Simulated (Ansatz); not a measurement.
Compare A (`CO[SiH2]S[SiH3]`) with its isomer B (`CS[SiH2]O[SiH3]`).

Calculated with Ansatz (gas phase, PBE0-D4/def2-TZVP geometries, no zero-point term in ΔE). CCSD(T)/CBS is the MP2 limit (def2-TZVPP, def2-QZVPP) plus CCSD(T) − MP2 in def2-TZVPP, frozen cores. Functionals use def2-TZVPP. B3LYP here is the variant with VWN-RPA as its local correlation; programs differ in this. One conformer a species, not always the lowest.

A:

Z-matrix (Å, degrees):
```
C
O 1 1.410
H 1 1.091 2 108.1
H 1 1.095 2 111.1 3 119.3
H 1 1.096 2 111.4 3 -119.3
Si 2 1.633 1 123.9 3 178.0
S 6 2.139 2 112.6 1 59.0
H 6 1.477 2 105.7 1 177.4
H 6 1.490 2 110.6 1 -60.8
Si 7 2.136 6 97.7 2 -101.1
H 10 1.484 7 111.4 6 -68.5
H 10 1.483 7 106.3 6 172.0
H 10 1.486 7 111.0 6 52.9
```

B:

```xyz
13

C     2.174   -0.228    0.152
S     1.185    0.843    1.238
Si   -0.578   -0.321    1.382
O    -1.388   -0.418   -0.037
Si   -1.663    0.495   -1.373
H     3.168    0.214    0.093
H     2.258   -1.232    0.569
H     1.748   -0.274   -0.849
H    -1.407    0.354    2.409
H    -0.243   -1.713    1.766
H    -0.404    0.667   -2.144
H    -2.191    1.833   -0.999
H    -2.658   -0.220   -2.207
```

Question: Which is lower in electronic energy at CCSD(T)/CBS, and by how much? (Best estimate.)

Answer: Ansatz gave: B, by 20.2 kcal/mol.

Question: Give E(B) − E(A) in kcal/mol with CCSD(T)/def2-TZVPP, PBE-D4, HF/def2-TZVPP, B3LYP-D4, ωB97M-V, B2PLYP, MP2/def2-TZVPP. (Estimate.)

Answer: Ansatz gave: CCSD(T)/def2-TZVPP -19.8, PBE-D4 -16.6, HF/def2-TZVPP -22.1, B3LYP-D4 -19.8, ωB97M-V -19.4, B2PLYP -20.4, MP2/def2-TZVPP -20.6. None reverses the order clearly.

Largest T1 diagnostic: 0.012.

In def2-TZVPP, CCSD(T) changes the Hartree–Fock value by +2.2 kcal/mol (the triples alone add +0.5 kcal/mol) and MP2 by +1.5 kcal/mol. From PBE to PBE0 (25 % exact exchange), in def2-TZVPP and without D4, E(B) − E(A) moves by −0.9 kcal/mol.
